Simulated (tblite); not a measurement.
Compound: C3H12Si4.
Numbering: `[CH:1]#[C:2][SiH2:3][Si:4]([CH3:5])([SiH3:6])[SiH3:7]` (hydrogens: H8 on C1; H9, H10 on Si3; H11, H12, H13 on C5; H14, H15, H16 on Si6; H17, H18, H19 on Si7)

A start from a force field or distance geometry was refined with GFN2-xTB geometry optimisation, gas phase (tblite). Values at the start:

```
   coordinate    start
        C1≡C2  1.204 Å
        C1–H8  1.063 Å
       C2–Si3  1.866 Å
      Si3–Si4  2.287 Å
       Si3–H9  1.482 Å
       Si4–C5  1.824 Å
      Si4–Si6  2.277 Å
       C5–H11  1.100 Å
      Si6–H14  1.477 Å
    C1–C2–Si3   178.7°
   C2–Si3–Si4   108.7°
   Si3–Si4–C5   111.8°
  Si3–Si4–Si6   106.1°
  Si3–Si4–Si7   107.3°
   C5–Si4–Si6   111.3°
  Si6–Si4–Si7   107.5°
C2–Si3–Si4–C5      58°
```

Question: How do these coordinates change at the GFN2-xTB level?

Answer: 
```
   coordinate  GFN2-xTB (Å or °)  change
       Si4–C5              1.922  +0.098
      Si3–Si4              2.350  +0.063
      Si4–Si6              2.338  +0.061
       C2–Si3              1.851  -0.015
       C5–H11              1.087  -0.013
      Si6–H14              1.465  -0.012
       Si3–H9              1.471  -0.011
        C1–H8              1.053  -0.010
        C1≡C2              1.203  -0.001
   Si3–Si4–C5              105.8    -6.0
  Si6–Si4–Si7              113.4    +5.9
  Si3–Si4–Si6              111.7    +5.6
  Si3–Si4–Si7              112.7    +5.4
   C5–Si4–Si6              106.2    -5.1
   C2–Si3–Si4              110.4    +1.7
    C1–C2–Si3              178.2    -0.5
C2–Si3–Si4–C5                 60      +2
```

The energy falls by 8.3 kcal/mol over 67 L-BFGS steps, the largest force on an atom goes from 2.30 to 0.009 eV/Å, and the atoms move by 0.181 Å rms after alignment. The bond that changes most is Si4–C5 (four-coordinate silicon to Si-methyl carbon), which lengthens by 0.098 Å. Bonds longer at the end by more than 0.005 Å: 4 of 18; shorter: 13. Among the dihedrals that turn most is H10–Si3–Si4–Si7, from 174° to -174°. Rotational constants go from 1479, 756.0, 647.2 to 1393, 727.2, 595.9 MHz.

On one thread, Arm Neoverse V1 (aarch64), shared host with 32 logical CPUs at a one-minute load of 24, this took 0.77 s.

Its lowest GFN2-xTB frequency is 9 cm⁻¹, too small to tell a flat minimum from a shallow saddle. The numbers are those of one conformer. 3 starts were optimised and ended at 0.00, 0.10 and 0.27 kcal/mol (GFN2-xTB); the lowest of these is shown.

All values are computed, not measured.
